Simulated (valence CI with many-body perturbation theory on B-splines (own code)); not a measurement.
Results of a calculation; reference values are marked as such.
Dy25+ in three bases

Level of theory: relativistic CI+MBPT: five valence electrons over a frozen Dirac-Fock core [Kr], a basis of 7 s, 7 p, 8 d, 6 f, 4 g, 1 h functions for each j, with the one-electron correlation potential Σ1 (screened to all orders), the two-electron term Σ2, the three-electron term Σ3, Breit, model QED; selected single and double excitations, second order for the rest, scaled by the run's own slope (own B-spline code, finite nucleus).

No measured levels were compared; by estimate terms of the open shell hold to 2 to 4 % of their energy, and close levels can change places. Among the levels kept, up to 490 cm⁻¹ of a level comes from second order outside the variational space, and about a tenth of that is noise between levels of different J, which matters for small intervals. Only levels of the ground parity were solved; by the run's estimate the other parity begins above the list, which can be wrong where configurations are misplaced.

The reference run has the lowest level (4d3/2^4 4d5/2) J=5/2 and an ionisation energy of 872.611 eV. Its largest variational space holds 20000 state functions.

Levels are named by their leading jj configuration (3d3/2^4 stands for four electrons in 3d with j = 3/2), which in mixed levels can hold well under half, so a name can repeat and another be missing. Letters in brackets count levels of one name in rising energy.

Changed runs:
A. basis 6 s, 6 p, 5 d, 5 f, 1 g
B. basis 5 s, 5 p, 4 d, 4 f

Excitation energies of the reference run in cm⁻¹, and shifts in cm⁻¹:

```csv
Level,Reference,A,B
(4d3/2^3 4d5/2^2) J=5/2 [a],48598,+18,+281
(4d3/2^3 4d5/2^2) J=7/2 [a],78111,+114,+852
(4d3/2^3 4d5/2^2) J=3/2 [a],80972,+116,+809
(4d3/2^3 4d5/2^2) J=11/2,83978,+140,+797
(4d3/2^3 4d5/2^2) J=9/2,91834,+118,+987
(4d3/2^3 4d5/2^2) J=5/2 [b],95056,+94,+951
(4d3/2^3 4d5/2^2) J=1/2,100117,+117,+967
(4d3/2^3 4d5/2^2) J=7/2 [b],111590,+226,+1507
(4d3/2^2 4d5/2^3) J=5/2 [a],126266,+137,+836
(4d3/2^3 4d5/2^2) J=3/2 [b],138054,+281,+1458
(4d3/2^2 4d5/2^3) J=7/2 [a],139401,+50,+914
(4d3/2^2 4d5/2^3) J=11/2,143584,+109,+790
Ionisation energy (eV),872.611,-0.067,-0.137
```
